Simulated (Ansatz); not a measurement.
Program: Ansatz. Geometries: PBE0-D4/def2-TZVP. ΔE: electronic, gas phase. CCSD(T)/CBS is the MP2 limit (def2-TZVPP, def2-QZVPP) plus CCSD(T) − MP2 in def2-TZVPP, frozen cores. This one scheme is used for every species. DFT in def2-TZVPP. B3LYP here is the variant with VWN-RPA as its local correlation; programs differ in this. HSE06 is defined as in plane-wave codes. One conformer a species, not always the lowest.

Consider the hydrogenolysis of a C–C bond: `SCC1BS1` + H₂ → `B1CS1` + CH₃SH.

```json
{"level": "LDA (SPW92)", "ΔE (kJ/mol)": "-38.7", "difference from CCSD(T)/CBS": "7.4"}
{"level": "PBE-D4", "ΔE (kJ/mol)": "-42.9", "difference from CCSD(T)/CBS": "3.2"}
{"level": "B3LYP-D4", "ΔE (kJ/mol)": "-48.9", "difference from CCSD(T)/CBS": "-2.8"}
{"level": "HSE06-D4", "ΔE (kJ/mol)": "-48.5", "difference from CCSD(T)/CBS": "-2.4"}
{"level": "BHLYP-D4", "ΔE (kJ/mol)": "-55.2", "difference from CCSD(T)/CBS": "-9.1"}
{"level": "ωB97X-V", "ΔE (kJ/mol)": "-52.0", "difference from CCSD(T)/CBS": "-5.9"}
{"level": "revPBE", "ΔE (kJ/mol)": "-57.3", "difference from CCSD(T)/CBS": "-11.2"}
{"level": "PBE0", "ΔE (kJ/mol)": "-56.4", "difference from CCSD(T)/CBS": "-10.3"}
{"level": "r2SCANh", "ΔE (kJ/mol)": "-51.1", "difference from CCSD(T)/CBS": "-5.0"}
{"level": "HSE06", "ΔE (kJ/mol)": "-56.0", "difference from CCSD(T)/CBS": "-9.9"}
{"level": "RPA@PBE/def2-TZVPP", "ΔE (kJ/mol)": "-47.4", "difference from CCSD(T)/CBS": "-1.3"}
{"level": "CCSD(T)/def2-SVP", "ΔE (kJ/mol)": "-43.8", "difference from CCSD(T)/CBS": "2.3"}
{"level": "MP2/def2-TZVPP", "ΔE (kJ/mol)": "-38.7", "difference from CCSD(T)/CBS": "7.4"}
{"level": "CCSD/def2-TZVPP", "ΔE (kJ/mol)": "-54.4", "difference from CCSD(T)/CBS": "-8.3"}
{"level": "HF/def2-QZVPP", "ΔE (kJ/mol)": "-77.7", "difference from CCSD(T)/CBS": "-31.6"}
{"level": "MP2/CBS(def2)", "ΔE (kJ/mol)": "-37.4", "difference from CCSD(T)/CBS": "8.7"}
{"level": "CCSD(T)/CBS", "ΔE (kJ/mol)": "-46.1", "difference from CCSD(T)/CBS": "0"}
```

Largest T1 diagnostic among the species: 0.016.

In def2-TZVPP, CCSD(T) changes the Hartree–Fock value by +30.2 kJ/mol (the triples alone add +7.1 kJ/mol) and MP2 by +38.8 kJ/mol. From BLYP to BHLYP (50 % exact exchange), in def2-TZVPP and without D4, ΔE moves by −5.6 kJ/mol. The D4 term adds +14.2 kJ/mol with B3LYP and +8.0 kJ/mol with PBE0; it sums over pairs of atoms, weighted by their polarisabilities, and B3LYP, whose exchange is more repulsive, gets the larger term.
